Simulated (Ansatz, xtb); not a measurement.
Molecule: ZrO$_{2}$, net charge 0, singlet state. 
Coordinates optimised at B3LYP-D3(BJ)/def2-TZVP (Ansatz, an electronic-structure program):
```xyz
3

Zr    -0.1854     0.1286    -0.1941
O      1.5626    -0.0948    -0.4148
O     -0.6354    -0.5480     1.3852
```
Charge 0, spin multiplicity 1.

Harmonic wavenumbers from GFN2-xTB (xtb, at its own minimum), cm⁻¹: 242, 729, 756.

Give the harmonic wavenumbers at B3LYP-D3(BJ)/def2-TZVP (Ansatz, finite differences of forces, unscaled).

303, 866, 936 cm⁻¹. Zero-point energy 3.0 kcal/mol.

From these and the geometry, give the ideal-gas thermochemistry at 298.15 K and 1 atm (rigid rotor, harmonic oscillator).

Point group C2v, rotational symmetry number 2. Rotational constants 19.66, 7.633, 5.498 GHz. S(trans) 40.34, S(rot) 22.10, S(vib) 1.68, S(elec, spin only) 0.00, S 64.1 cal/(mol K). H(298) - H(0) 2.70 kcal/mol; G - E(el) -13.4 kcal/mol.
